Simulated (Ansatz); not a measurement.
Geometry optimisation, RKS B3LYP/6-31G* in Ansatz.

The input (input.yaml):

```yaml
crystal:
  periodic: [false, false, false]
  atoms:
    - { symbol: B, position_ang: [-0.176808, 0.454493, -0.510321] }
    - { symbol: "N", position_ang: [-0.117658, 0.099566, 2.21995] }
    - { symbol: H, position_ang: [-0.821795, 0.220699, 2.947435] }
    - { symbol: H, position_ang: [0.743428, -0.164162, 2.696213] }
    - { symbol: F, position_ang: [0.95209, -0.255614, -0.668618] }
    - { symbol: "N", position_ang: [-1.382294, -0.005223, -1.054523] }
    - { symbol: H, position_ang: [-1.464948, -0.929147, -1.456122] }
    - { symbol: H, position_ang: [-2.260631, 0.469367, -0.912266] }
    - { symbol: H, position_ang: [-0.107936, 1.528085, 0.008183] }
    - { symbol: H, position_ang: [0.044352, 1.035736, 1.805469] }
basis:
  gaussian: { orbitals: "6-31G*" }
hamiltonian:
  xc: b3lyp
relax:
  f_tol: 0.03
  max_steps: 50
output:
  orbitals: {}
```

Run as:

```bash
$ ansatz run input.yaml --threads 1 --pin off --max-ram 2048MiB --backend cpu --events-out ev --progress --plain --runs-dir out
```

**Question.** Where does it end, and by what steps?

**Answer.** The forces met the threshold. After 21 steps the energy has fallen by 0.170 eV; H10 moved furthest, 1.31 Å.

```tsv
step	energy less start (eV)	largest force component (eV/Å)	accepted
0	0.0000	0.715	yes
1	-0.0790	0.323	yes
2	-0.0202	1.013	no
3	-0.0927	0.243	yes
4	-0.1044	0.108	yes
5	-0.1103	0.131	yes
6	-0.1182	0.114	yes
7	-0.1151	0.706	no
8	-0.1262	0.039	yes
9	-0.1316	0.184	yes
10	-0.1356	0.410	yes
11	-0.1385	0.552	yes
12	-0.1474	0.327	yes
13	-0.1370	0.507	no
14	-0.1579	0.153	yes
15	-0.1610	0.079	yes
16	-0.1645	0.232	yes
17	-0.1667	0.143	yes
18	-0.1671	0.182	yes
19	-0.1692	0.047	yes
20	-0.1691	0.057	no
21	-0.1696	0.016	yes
```

```xyz
10
Properties=species:S:1:pos:R:3
B -0.270 0.503 -0.761
N -0.196 0.420 2.654
H -0.290 -0.290 3.381
H 0.395 0.013 1.930
F 0.710 -0.269 -0.239
N -1.413 -0.105 -1.280
H -1.574 -1.103 -1.235
H -2.187 0.425 -1.652
H -0.115 1.685 -0.793
H 0.348 1.175 3.070
```

Whether the end is a true minimum wasn't checked by a vibrational analysis.

Time of the run: 56 s on 1 thread of Arm Neoverse V1, with other jobs on the host, peak memory 0.14 GiB.
